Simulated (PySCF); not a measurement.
PySCF input (M06-2X/def2-TZVPD):

```python
from pyscf import gto, scf, dft

mol = gto.M(
    atom='''
    Sb    0.14925089   -0.58985287    0.71379254
    Br    1.76580542    0.89714789   -0.52576696
    Br   -1.98328528   -0.03764800   -0.51433074
    ''',
    basis='def2-tzvpd',
    ecp='def2-tzvp',
    charge=1,
    spin=0,
    verbose=4,
)

mf = dft.RKS(mol, xc='m062x').density_fit(auxbasis='def2-universal-jkfit')
mf.grids.level = 4
mf.conv_tol = 1e-9
mf.max_cycle = 100
mf.max_memory = 1500
mf.kernel()
if not mf.converged:
    mf = mf.newton()
    mf.kernel(mf.make_rdm1())
mf.analyze()
```

Output:

```
ECP def2-tzvp not found for  Br
PySCF version 2.14.0

[INPUT] verbose = 4
[INPUT] num. atoms = 3
[INPUT] num. electrons = 92
[INPUT] charge = 1
[INPUT] spin (= nelec alpha-beta = 2S) = 0
[INPUT] symmetry False subgroup None
[INPUT] Mole.unit = angstrom
[INPUT] Symbol           X                Y                Z      unit          X                Y                Z       unit  Magmom
[INPUT]  1 Sb     0.149250890000  -0.589852870000   0.713792540000 AA    0.282043305948  -1.114660378089   1.348872410358 Bohr   0.0
[INPUT]  2 Br     1.765805420000   0.897147890000  -0.525766960000 AA    3.336888633073   1.695363805331  -0.993555559745 Bohr   0.0
[INPUT]  3 Br    -1.983285280000  -0.037648000000  -0.514330740000 AA   -3.747866006081  -0.071144409138  -0.971944236045 Bohr   0.0

nuclear repulsion = 505.574791384237
number of shells = 56
number of NR pGTOs = 321
number of NR cGTOs = 170
basis = def2-tzvpd
ecp = def2-tzvp

******** <class 'pyscf.df.df_jk.DFRKS'> ********
method = DFRKS
initial guess = minao
damping factor = 0
level_shift factor = 0
DIIS = <class 'pyscf.scf.diis.CDIIS'>
diis_start_cycle = 1
diis_space = 8
diis_damp = 0
SCF conv_tol = 1e-09
SCF conv_tol_grad = None
SCF max_cycles = 100
direct_scf = False
XC library pyscf.dft.libxc version 7.1.2
    S. Lehtola, C. Steigemann, M. J. T. Oliveira, and M. A. L. Marques,  SoftwareX 7, 1–5 (2018)
XC functionals = m062x
    Y. Zhao and D. G. Truhlar,  Theor. Chem. Acc. 120, 215 (2008)
    Y. Zhao and D. G. Truhlar,  Theor. Chem. Acc. 120, 215 (2008)
radial grids:
    Treutler-Ahlrichs [JCP 102, 346 (1995); DOI:10.1063/1.469408] (M4) radial grids

becke partition: Becke, JCP 88, 2547 (1988); DOI:10.1063/1.454033
pruning grids: <function nwchem_prune>
grids dens level: 4
symmetrized grids: False
atomic radii adjust function: <function treutler_atomic_radii_adjust>
small_rho_cutoff = 0
Set gradient conv threshold to 3.16228e-05
Initial guess from minao.
tot grids = 92504
******** <class 'pyscf.df.df.DF'> ********
auxbasis = def2-universal-jkfit
init E= -5348.08542632565
  HOMO = -0.613533442612508  LUMO = -0.596252414851198  gap/eV = 0.47024
cycle= 1 E= -5386.32746605714  delta_E= -38.2  |g|= 2.98  |ddm|= 15.6
  HOMO = -0.244668856133175  LUMO = -0.178656112259122  gap/eV = 1.79630
cycle= 2 E= -5385.78640114248  delta_E= 0.541  |g|= 3.47  |ddm|= 6.67
  HOMO = -0.523777438154276  LUMO = -0.343748084855721  gap/eV = 4.89885
[...]
cycle= 12 E= -5388.33024530121  delta_E= -2.11e-10  |g|= 4.68e-06  |ddm|= 4.57e-05
  HOMO = -0.547526961203668  LUMO = -0.338808452164713  gap/eV = 5.67952
Extra cycle  E= -5388.3302453012  delta_E= 1.55e-11  |g|= 4.76e-06  |ddm|= 1.31e-05
converged SCF energy = -5388.3302453012
**** SCF Summaries ****
Total Energy =                       -5388.330245301195646
Nuclear Repulsion Energy =             505.574791384236960
One-electron Energy =                -8574.323922002435211
Two-electron Energy =                 2680.418885317002605
Two-electron Coulomb Energy =         2882.271700076517845
DFT Exchange-Correlation Energy =     -201.852814759515354
HOMO-LUMO gap [eV] =                     5.679519918977885
**** MO energy ****
MO #1   energy= -485.587117910092  occ= 2
MO #2   energy= -485.587117364143  occ= 2
MO #3   energy= -63.5710521036145  occ= 2
MO #4   energy= -63.5710501103787  occ= 2
MO #5   energy= -57.3900580938888  occ= 2
MO #6   energy= -57.390054792871   occ= 2
MO #7   energy= -57.3887278199641  occ= 2
MO #8   energy= -57.3887276534294  occ= 2
MO #9   energy= -57.3880535821672  occ= 2
MO #10  energy= -57.388051845756   occ= 2
MO #11  energy= -9.23619974747359  occ= 2
MO #12  energy= -9.23619898804286  occ= 2
MO #13  energy= -7.05816884415246  occ= 2
MO #14  energy= -7.05816800477533  occ= 2
MO #15  energy= -7.05325631491175  occ= 2
MO #16  energy= -7.05325600365052  occ= 2
MO #17  energy= -7.05085247518561  occ= 2
MO #18  energy= -7.05085211976599  occ= 2
MO #19  energy= -6.27882635069221  occ= 2
MO #20  energy= -4.48279037387502  occ= 2
MO #21  energy= -4.4747759125548   occ= 2
MO #22  energy= -4.4710503772931   occ= 2
MO #23  energy= -3.0920705497335   occ= 2
MO #24  energy= -3.09206341768567  occ= 2
MO #25  energy= -3.09082587646544  occ= 2
MO #26  energy= -3.09081905628249  occ= 2
MO #27  energy= -3.08858696132644  occ= 2
MO #28  energy= -3.08858147484108  occ= 2
MO #29  energy= -3.08397018176955  occ= 2
MO #30  energy= -3.08396463489256  occ= 2
MO #31  energy= -3.08376497015818  occ= 2
MO #32  energy= -3.08376112157909  occ= 2
MO #33  energy= -1.76396503811474  occ= 2
MO #34  energy= -1.76150696050362  occ= 2
MO #35  energy= -1.75824643168243  occ= 2
MO #36  energy= -1.75337706579861  occ= 2
MO #37  energy= -1.75085265685536  occ= 2
MO #38  energy= -1.07284396461145  occ= 2
MO #39  energy= -1.05021625691434  occ= 2
MO #40  energy= -0.834232800042543 occ= 2
MO #41  energy= -0.631307731729783 occ= 2
MO #42  energy= -0.604442552180875 occ= 2
MO #43  energy= -0.582979305364366 occ= 2
MO #44  energy= -0.555108320817179 occ= 2
MO #45  energy= -0.552309020649904 occ= 2
MO #46  energy= -0.547526961203668 occ= 2
MO #47  energy= -0.338808452164713 occ= 0
MO #48  energy= -0.248960613111702 occ= 0
MO #49  energy= -0.244401777645099 occ= 0
MO #50  energy= -0.138642038275226 occ= 0
MO #51  energy= -0.0940764226561348 occ= 0
MO #52  energy= -0.0888359108344335 occ= 0
MO #53  energy= -0.0881879101065074 occ= 0
MO #54  energy= -0.0868548167965753 occ= 0
MO #55  energy= -0.0822683925434493 occ= 0
MO #56  energy= -0.0772667373103078 occ= 0
MO #57  energy= -0.0739085885893486 occ= 0
MO #58  energy= -0.0547162662909844 occ= 0
MO #59  energy= -0.0517424301681792 occ= 0
MO #60  energy= -0.0369736506459318 occ= 0
MO #61  energy= -0.0261791973925086 occ= 0
MO #62  energy= -0.0154443778484845 occ= 0
MO #63  energy= -0.00738680347220921 occ= 0
MO #64  energy= -0.00137863331270871 occ= 0
MO #65  energy= 0.0130834136597093 occ= 0
MO #66  energy= 0.0198993441940454 occ= 0
MO #67  energy= 0.0433660514867538 occ= 0
MO #68  energy= 0.0558896004106456 occ= 0
MO #69  energy= 0.0600038469497742 occ= 0
MO #70  energy= 0.0630316362090111 occ= 0
MO #71  energy= 0.0648016582509142 occ= 0
MO #72  energy= 0.0684588462783057 occ= 0
MO #73  energy= 0.0687081049365362 occ= 0
MO #74  energy= 0.0947526811739782 occ= 0
MO #75  energy= 0.115582497849088  occ= 0
MO #76  energy= 0.135508683736158  occ= 0
MO #77  energy= 0.144929685211533  occ= 0
MO #78  energy= 0.150242283805993  occ= 0
MO #79  energy= 0.156056675640253  occ= 0
MO #80  energy= 0.181799681390004  occ= 0
MO #81  energy= 0.212149195668399  occ= 0
MO #82  energy= 0.243399323602104  occ= 0
MO #83  energy= 0.244348309939789  occ= 0
MO #84  energy= 0.254029191369587  occ= 0
MO #85  energy= 0.277934199602718  occ= 0
MO #86  energy= 0.294645395402062  occ= 0
MO #87  energy= 0.308889562905968  occ= 0
MO #88  energy= 0.309846083015073  occ= 0
MO #89  energy= 0.323976221002704  occ= 0
MO #90  energy= 0.325171713228945  occ= 0
MO #91  energy= 0.334532689217662  occ= 0
MO #92  energy= 0.335470553759303  occ= 0
MO #93  energy= 0.342184412200078  occ= 0
MO #94  energy= 0.353529084873771  occ= 0
MO #95  energy= 0.376526332164278  occ= 0
MO #96  energy= 0.4039238423381    occ= 0
MO #97  energy= 0.462005485976701  occ= 0
MO #98  energy= 0.483229930999265  occ= 0
MO #99  energy= 0.547742032939417  occ= 0
MO #100 energy= 0.597958052802978  occ= 0
MO #101 energy= 0.598287072529333  occ= 0
MO #102 energy= 0.607379822171718  occ= 0
MO #103 energy= 0.642212791159724  occ= 0
MO #104 energy= 0.669464009428437  occ= 0
MO #105 energy= 0.673305921142903  occ= 0
MO #106 energy= 0.68377573435191   occ= 0
MO #107 energy= 0.736801978225986  occ= 0
[...]
```

This state (charge 1, singlet) is run at the relaxed geometry of the species with charge 0 and multiplicity 2.
